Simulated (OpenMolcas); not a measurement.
An atom or ion with 4 electrons was computed by XMS-CASPT2, IPEA 0.25 Eh, imaginary shift 0.1 Eh with spin-orbit coupling (OpenMolcas, ANO-RCC-VTZP, DKH2). The lowest levels that the run gave, each within 12 % of the measured value where one is at hand:

```tsv
J	Parity	E (cm-1)	g
0	even	0.0	
0	odd	67340	
1	odd	67410	1.501
2	odd	67550	1.501
1	odd	132390	1.000
0	even	176010	
1	even	176080	1.501
2	even	176210	1.501
2	even	189110	1.000
0	even	237620
```

Problem. Which ion is it, and what are the configurations and terms?

Solution. N3+ (Z = 7, charge +3; active space 2 electrons in 4 orbitals (2s 2p)). J, parity and g give the terms where levels are pure, and mixed ones are named by the computed weights; the size of the splittings, set against known spectra of the 4-electron sequence, gives the charge. In order, with the measured energies in cm-1 (Moore, Selected Tables of Atomic Spectra, NSRDS-NBS 3, section 4): 2s2 1S0, 2s 2p 3P* 0 (67209), 2s 2p 3P* 1 (67272), 2s 2p 3P* 2 (67416), 2s 2p 1P* 1 (130694), 2p2 3P0 (175535), 2p2 3P1 (175608), 2p2 3P2 (175733), 2p2 1D2 (188882), 2p2 1S0 (235369).

CASPT2 breaks the degeneracy within a term, and the mean is taken; among the terms shown or strongly mixed into the levels shown the widest spread is 16 cm-1 (2p2 1D). Measured partners are found by configuration, term and J. A level has none where our copy of the source lacks it or the pairing is in doubt (some pairs that miss far off the trend of their configuration count as doubtful), and it then counts in no deviation. Levels of configurations outside the active space are missing.

* marks odd parity.
